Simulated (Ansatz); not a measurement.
Geometry optimisation, RHF/def2-SVP (Ansatz 0.2.0).

Input:

```yaml
crystal:
  periodic: [false, false, false]
  atoms:
    - { symbol: B, position_ang: [-0.039, 0.670818, -0.163926] }
    - { symbol: H, position_ang: [-0.238957, -0.480103, 1.934471] }
    - { symbol: F, position_ang: [1.091218, -0.000464, -0.284864] }
    - { symbol: C, position_ang: [-1.353185, 0.110059, -0.811835] }
    - { symbol: H, position_ang: [-1.502577, -0.934441, -0.526917] }
    - { symbol: H, position_ang: [-2.243485, 0.682529, -0.553573] }
    - { symbol: H, position_ang: [-1.239332, 0.127347, -1.902305] }
    - { symbol: S, position_ang: [0.002307, 2.347708, 0.648539] }
    - { symbol: H, position_ang: [1.287324, 2.33911, 1.01497] }
    - { symbol: H, position_ang: [-0.336114, 0.202638, 2.102839] }
basis:
  gaussian: { orbitals: def2-SVP }
hamiltonian:
  xc: hf
relax:
  f_tol: 0.03
  max_steps: 50
```

Command:

```bash
$ ansatz run input.yaml --threads 1 --pin off --max-ram 2048MiB --backend cpu --events-out ev --progress --plain --runs-dir out
```

Where does it end, and by what steps?

The forces met the threshold. The force dipped under the threshold on the way, but the program's further checks kept it going. After 29 steps the energy has fallen by 0.307 eV; H2 moved furthest, 1.78 Å.

```
step  energy less start (eV)  largest force component (eV/Å)  accepted
   0                  0.0000                           1.656       yes
   2                 -0.2415                           0.379       yes
   4                 -0.2281                           0.941        no
   6                 -0.2916                           0.072       yes
   8                 -0.2965                           0.051       yes
  10                 -0.2978                           0.049       yes
  12                 -0.2987                           0.290       yes
  14                 -0.3009                           0.030       yes
  16                 -0.3016                           0.151       yes
  18                 -0.3027                           0.092       yes
  20                 -0.3038                           0.168       yes
  22                 -0.3051                           0.034       yes
  24                 -0.3046                           0.192        no
  26                 -0.3061                           0.108       yes
  28                 -0.3066                           0.018       yes
  29                 -0.3068                           0.023       yes
```

```xyz
10
Properties=species:S:1:pos:R:3
B 0.003 0.863 -0.626
H -0.448 -0.868 3.660
F 1.158 0.448 -1.120
C -1.333 0.231 -1.153
H -1.324 -0.846 -0.959
H -2.231 0.657 -0.706
H -1.388 0.355 -2.238
S 0.026 2.161 0.648
H 1.349 2.325 0.722
H -0.386 -0.261 3.229
```

The run took 43 s on 1 thread of Arm Neoverse V2, on a shared host, peak memory 0.16 GiB.
